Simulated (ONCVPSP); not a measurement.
What one change does to a pseudopotential (Ag (Z = 47), ONCV)

- Element: silver (Ag)
- Generator: ONCVPSP 4.0.1
- Type: optimised norm-conserving Vanderbilt (ONCV)
- Functional: LDA (Perdew-Wang 92)
- Relativity: scalar-relativistic
- Frozen core: [Ar] 3d10
- Valence charge: 19
- Reference configuration: 4s2 4p6 4d10 5s1
- Partial waves: 4s+5s: rc 1.80 bohr, ncon 4, nbas 9, qcut 7.1 1/bohr, 2 projectors; 4p: rc 1.05 bohr, ncon 3, nbas 7, qcut 8.9 1/bohr, 1 projector; 4d: rc 1.30 bohr, ncon 4, nbas 8, qcut 7.4 1/bohr, 2 projectors, debl 2.9 Ha; f scattering state at 0.06 Ha: rc 1.05 bohr, ncon 3, nbas 7, qcut 10.4 1/bohr, local
- Local potential: the f channel
- Core correction: none

Change: all radii scaled by about 1.14 (s 2.04, p 1.20, d 1.48, f 1.20 bohr).

Cutoffs: the cutoffs (Ha) at which the residual kinetic energy of the hardest occupied pseudo-wave falls to 1 and 0.1 mHa per electron; they do not see the model core or the augmentation charge, which bear on the density cutoff. Errors are all-electron minus pseudo energies relative to the spin-unpolarised reference configuration.

Problem. How do hardness, ghosts and transferability respond?

Solution. The potential gets softer (42 Ha and 140 Ha → 31 Ha and 92 Ha); of the 4 tests that both files solve, the error grows in 0 and shrinks in 2 by more than 15 % and 0.3 meV (median size 4.1 → 1.7 meV); neither file shows a bound ghost. A larger radius leaves more room for a smooth pseudo-wave, so fewer plane waves are needed.

```tsv
quantity	base	changed
cutoff, loose	42 Ha	31 Ha
cutoff, tight	140 Ha	92 Ha
loose cutoff by channel	s 13 Ha, p 38 Ha, d 42 Ha	s 10 Ha, p 31 Ha, d 27 Ha
bound ghosts	none	none
GHOST(+) flags under 300 eV	d at 277.0 eV	s at 98.8 eV
error for 4s2 4p6 4d10 5s0, meV [ΔE 8.10 eV]	-2.0	-2.1
error for 4s2 4p6 4d9 5s0, meV [ΔE 30.48 eV]	-6.1	-4.1
error for 4s2 4p6 4d8 5s0, meV [ΔE 66.92 eV]	-8.5	+1.2
error for 4s2 4p6 4d10 5s0.5, meV [ΔE 3.18 eV]	-0.7	-0.7
```
